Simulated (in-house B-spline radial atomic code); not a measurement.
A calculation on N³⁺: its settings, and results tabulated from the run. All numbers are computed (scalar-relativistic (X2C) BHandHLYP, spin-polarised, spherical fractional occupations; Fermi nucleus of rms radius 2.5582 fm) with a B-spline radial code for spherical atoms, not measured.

Command:
```bash
python run_scf.py task.json out
```
Settings (nuclear radius in fm, mass in u):
```
Z                7
configuration    [He] 2s2
hamiltonian      x2c
method           bhandhlyp
spin_polarised   True
nucleus          fermi
rms_radius       2.5582
atomic_mass      14.00307
speed_of_light   137.035999084
```

Output (hartree, bohr):
```
 radial grid: 67 intervals, B-splines of order 8, outer radius 10.8108 bohr

 iter        energy (Eh)    residual
    1         -50.758162    2.65e-01
    2         -51.226466    9.87e-03
    3         -51.227063    4.75e-03
    4         -51.227202    2.29e-03
    5         -51.227244    8.94e-05
    6         -51.227244    3.15e-06
    7         -51.227244    5.14e-08

 total energy                       -51.22724
 kinetic                              51.1935
 electron-nucleus                   -111.6340
 Hartree                              14.4674
 exact exchange                       -2.5692
 exchange-correlation                 -2.6850

 orbital      occ     eigenvalue          <r>       <r^2>       <1/r>     <1/r^2>     <1/r^3>       r_max
 1s up      1.000       -17.3833     0.227812   0.0699546     6.67666     91.1356           -      0.1481
 1s down    1.000       -17.3833     0.227812   0.0699546     6.67666     91.1356           -      0.1481
 2s up      1.000        -2.6519      1.10796      1.4434     1.30532     7.04302           -      0.9201
 2s down    1.000        -2.6519      1.10796      1.4434     1.30532     7.04302           -      0.9201
```

Run time, properties included: 0.15 s on 1 thread of Arm Neoverse V1, on a shared host.
